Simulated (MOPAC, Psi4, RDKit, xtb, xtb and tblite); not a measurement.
Two geometries of SMILES C(CCO[SiH3])=C (C4H10OSi), relaxed at GFN2-xTB with one dihedral held; other torsions can differ between them too.

Structure A

```
16

C     -2.9900    -0.3740    -0.4742
C     -2.2317     0.4598     0.2145
C     -0.9267     1.0378    -0.2527
C     -0.9513     1.5493    -1.6957
O     -1.6716     2.7321    -1.8434
Si    -3.2227     3.0944    -1.5643
H     -2.7248    -0.7196    -1.4595
H     -3.9129    -0.7574    -0.0744
H     -2.5424     0.7601     1.2066
H     -0.6419     1.8696     0.3936
H     -0.1477     0.2729    -0.1800
H      0.0733     1.7690    -2.0186
H     -1.3640     0.7827    -2.3611
H     -4.1311     2.1736    -2.2536
H     -3.5561     3.0777    -0.1371
H     -3.2308     4.4389    -2.1210
```

Structure B

```
16

C      2.2432     1.5733    -2.2740
C      1.5513     0.6526    -1.6307
C      0.6070     0.9360    -0.5067
C     -0.8142     0.4733    -0.8458
O     -0.9095    -0.8977    -1.0723
Si    -0.5898    -2.1604    -0.1129
H      2.1826     2.6168    -2.0090
H      2.9059     1.3265    -3.0857
H      1.6218    -0.3888    -1.9140
H      0.5835     2.0052    -0.2894
H      0.9328     0.4014     0.3899
H     -1.1525     0.9689    -1.7631
H     -1.4897     0.7570    -0.0277
H     -1.3099    -2.0582     1.1613
H      0.8387    -2.2858     0.2016
H     -1.0677    -3.2275    -0.9751
```

**Question.** Which is lower in energy at the level Psi4 1.11 with wB97X-D/def2-TZVP // GFN2-xTB, and by how much?

**Answer.** B is lower, by 0.90 kcal/mol (dihedral C1–C2–C3–C4: 45° in A, 120° in B).

E(B) − E(A) in kcal/mol at the other levels, on the same two geometries: GFN2-xTB (xtb and tblite) -1.15; MMFF94 // GFN2-xTB (RDKit) -4.04; PBE0/def2-TZVP // GFN2-xTB (Psi4) -1.49; PBE0-D3(BJ)/def2-TZVP // GFN2-xTB (Psi4) -0.87; PBE/def2-TZVP // GFN2-xTB (Psi4) -1.45; PBE-D3(BJ)/def2-TZVP // GFN2-xTB (Psi4) -0.81; UFF // GFN2-xTB (RDKit) -3.01; PM7, restricted, heats of formation // GFN2-xTB (MOPAC) 0.98; PM6, restricted, heats of formation // GFN2-xTB (MOPAC) 0.47; GFN1-xTB // GFN2-xTB (xtb) 0.24.
